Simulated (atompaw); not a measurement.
# Building the PAW (atompaw) potential for Rh (PBE, scalar-relativistic).

The input file (atompaw 4.2.0.5):

```
Rh 45
GGA-PBE scalarrelativistic loggrid 1500 logderivrange -8 5 326
5 5 4 0 0 0
5 0 1
5 1 0
4 2 8
0 0 0
c
c
c
v
v
c
c
v
v
c
v
2
1.95 1.55 1.35 1.45
n
n
y
0.6
n
custom polynom2 7 10 vanderbiltortho sinc
3 1 troulliermartins
1.35
1.95
1.95
1.65
1.95
1.35
PWSCFOUT
UPFDX 0.0125d0 UPFXMIN -7.d0 UPFZMESH 45.d0
END
```

Command:

```bash
atompaw < Rh.input > Rh.log
```

Output (summary file):

```
Completed calculations for Rh (AE)

 Exchange-correlation type: GGA, Perdew-Burke-Ernzerhof

 Radial integration grid is logarithmic
 r0 =   1.9184428E-04 h =   8.6329924E-03   n =      1500 rmax =   8.0000000E+01

 Scalar relativistic calculation

 AEatom converged in  36 iterations
   nz     =  45.00
   delta  =       4.227365445375E-17

 All Electron Orbital energies:
  n  l      occupancy      energy
  1  0      2.0000000E+00 -1.6933289E+03
  2  0      2.0000000E+00 -2.4549044E+02
  3  0      2.0000000E+00 -4.3867843E+01
  4  0      2.0000000E+00 -6.0632685E+00
  5  0      1.0000000E+00 -3.1607122E-01
  2  1      6.0000000E+00 -2.2000447E+02
  3  1      6.0000000E+00 -3.5489185E+01
  4  1      6.0000000E+00 -3.7058718E+00
  5  1      0.0000000E+00 -6.2520348E-02
  3  2      1.0000000E+01 -2.2094058E+01
  4  2      8.0000000E+00 -4.3660622E-01

 Total energy
   Total                    :    -9568.23169253216111

 ---
 Completed calculations for Rh (SC)

 Exchange-correlation type: GGA, Perdew-Burke-Ernzerhof

 Radial integration grid is logarithmic
 r0 =   1.9184428E-04 h =   8.6329924E-03   n =      1500 rmax =   8.0000000E+01

 Scalar relativistic calculation

 SCatom converged in   4 iterations
   nz     =  45.00
   delta  =       2.107251153750E-15

 Valence Electron Orbital energies:
  n  l      occupancy      energy
   4  0      2.0000000E+00 -6.0632685E+00
   5  0      1.0000000E+00 -3.1607122E-01
   4  1      6.0000000E+00 -3.7058718E+00
   5  1      0.0000000E+00 -6.2520348E-02
   4  2      8.0000000E+00 -4.3660622E-01

 Total energy
   Total                    :    -9568.23169248830163
   Valence                  :     -469.63375305904589

 PAW parameters:
       lmax =            2
         rc =    1.9537373162651617
        irc =         1070
   rc_shape =    1.5608984705985998
    rc_vloc =    1.3594980005616746
    rc_core =    1.4567222396731663
   Vloc: Norm-conserving Troullier-Martins with l= 3;e=   1.0000E+00
   Projector type: improved polynomial pseudization + Vanderbilt ortho.
   Sinc^2 compensation charge shape zeroed at   1.5609E+00

 Number of basis functions     6
 No.   n  nodes  l      Energy         Cp coeff         Occ
  1    4    3    0   -0.6063269E+01  0.4138336E+00  0.2000000E+01
  2    5    4    0   -0.3160712E+00  0.9496542E+01  0.1000000E+01
  3    4    2    1   -0.3705872E+01  0.3690444E+01  0.6000000E+01
  4    5    3    1   -0.6252035E-01  0.1080474E+03  0.0000000E+00
  5    4    1    2   -0.4366062E+00 -0.9878485E+01  0.8000000E+01
  6  999    2    2    0.6000000E+00  0.2627169E-02  0.0000000E+00

 Eigenvalues of overlap operator (in the basis of projectors):
    1        4.45987697E-02
    2        5.39453956E-01
    3        9.05559361E+00
    4        5.47987742E+01
    5        6.77863782E+03
    6        1.17673645E+05

 Orbital leakage outside PAW augmentation regions
   orb  is_core?  %out_of_sphere
   1 0    T          -0.00
   2 0    T          -0.00
   3 0    T           0.00
   4 0    F           1.06
   5 0    F          88.83
   2 1    T           0.00
   3 1    T           0.00
   4 1    F           3.07
   5 1    F          97.66
   3 2    T           0.00
   4 2    F          25.01

 Summary of PAW energies
   Total valence energy     :   -469.63245325707913
   Smooth energy            :     19.40996642390120
   One center               :   -489.04241968098034
   Smooth kinetic           :     40.26582415916748
   Vloc energy              :    -41.04353906529730
   Smooth exch-corr         :    -13.66533044765066
   One-center xc            :   -263.32754572918526
```

Note: ghost states, extra bound levels that the all-electron valence spectrum of the same l lacks: p at -80.7 eV, d at -4.8 eV. A true bound ghost makes a file unfit for plane-wave use.

The run took about 9.1 s on one core of a shared server CPU.
